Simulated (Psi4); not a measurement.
Interaction energy of C3H6O ··· H3B (SMILES CC(C)=O and B), singlet. Monomers: optimised at B3LYP-D3(BJ) (def2-TZVP), held rigid. Orientation: lowest of the rigid-body minima from ten starts at GFN2-xTB (searched outside a hard wall at short contacts). R is the distance of the centres of mass, along which the second monomer moves. The shortest distances reach bonding range, where SAPT0 and rigid monomers are unreliable.

Level of theory: SAPT0/jun-cc-pVDZ, frozen core (Psi4).

Components in kcal/mol:

```
R / Å  electrostatics  exchange  induction  dispersion  total
-----  --------------  --------  ---------  ----------  -----
2.29          -159.04    330.97     -96.05      -32.10  43.78
2.50           -95.43    185.58     -62.03      -20.88   7.24
2.70           -56.98    104.06     -37.44      -13.92  -4.27
2.89           -34.76     58.77     -21.85       -9.51  -7.35
3.09           -20.99     31.66     -11.94       -6.41  -7.68
3.27           -13.68     17.95      -6.82       -4.53  -7.07
3.62            -6.52      5.82      -2.33       -2.35  -5.37
3.92            -3.82      2.16      -0.98       -1.38  -4.01
4.38            -1.94      0.45      -0.30       -0.65  -2.44
5.08            -0.89      0.04      -0.07       -0.23  -1.15
6.10            -0.37      0.00      -0.02       -0.07  -0.46
7.41            -0.15      0.00       0.00       -0.02  -0.18
```
